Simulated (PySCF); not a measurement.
# How methods differ on the excitation energy of Se(2+)

Se(2+) [Ar] 3d10 4s2 4p2 (3P) → Se(2+) [Ar] 3d10 4s1 4p3 (5S), as a difference of total energies. Calculation: PySCF 2.14, in def2-QZVPPD (12s8p5d4f1g, 98 functions); no relativity, point nucleus. Correlated levels: valence: [Ar] 3d10 frozen; valence and next inner shell: [Ne] frozen. The calculations carry no spin-orbit coupling.

| method | excitation energy (eV) |
| --- | --- |
| UHF | 5.712 |
| LDA | 8.492 |
| PBE | 8.263 |
| PBE0 | 7.796 |
| r2SCAN | 7.302 |
| M06-L | 8.361 |
| CAM-B3LYP | 8.445 |
| HSE06 | 7.900 |
| BLYP | 8.837 |
| MP2 (valence) | 6.821 |
| SCS-MP2 (valence) | 7.308 |
| MP2 (valence and next inner shell) | 7.312 |
| SCS-MP2 (valence and next inner shell) | 7.701 |

Question: How much does correlation contribute at MP2 (valence and next inner shell)?

Answer: 7.312 − (5.712) = 1.600 eV, measured against UHF.

A first-order spin-orbit estimate (lowest level to lowest level, LS coupling) adds 0.273 eV.
